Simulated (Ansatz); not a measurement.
`O[CH]([AlH2])[SiH3]` + `C[SiH2][SiH](Cl)Cl` → `C[SiH2][SiH]([AlH2])Cl` + `OC([SiH3])Cl`  (redistribution)

Isolated molecules relaxed with PBE0-D4/def2-TZVP in Ansatz; ΔE leaves out vibrations. CCSD(T)/CBS adds triple-zeta CCSD(T) − MP2 to the extrapolated MP2 energy (def2 sets, frozen cores). Each species was taken in one conformer, which may not be the lowest.

```csv
species,CCSD(T)/CBS(def2) energy (Eh)
`O[CH]([AlH2])[SiH3]`,-648.48517
`C[SiH2][SiH](Cl)Cl`,-1539.48961
`C[SiH2][SiH]([AlH2])Cl`,-1322.85422
`OC([SiH3])Cl`,-865.07237
```

Q: Work out ΔE.

A: ΔE = (-1322.85422) + (-865.07237) − (-648.48517) − (-1539.48961) = 0.04819 Eh = +1.31 eV.

Largest T1 diagnostic among the species: 0.012.

The D4 term adds +0.03 eV with B3LYP and +0.02 eV with PBE0; it sums over pairs of atoms, weighted by their polarisabilities, and B3LYP, whose exchange is more repulsive, gets the larger term. From PBE to PBE0 (25 % exact exchange), in def2-TZVPP and without D4, ΔE moves by +0.06 eV.

B3LYP here is the variant with VWN-RPA as its local correlation; programs differ in this.
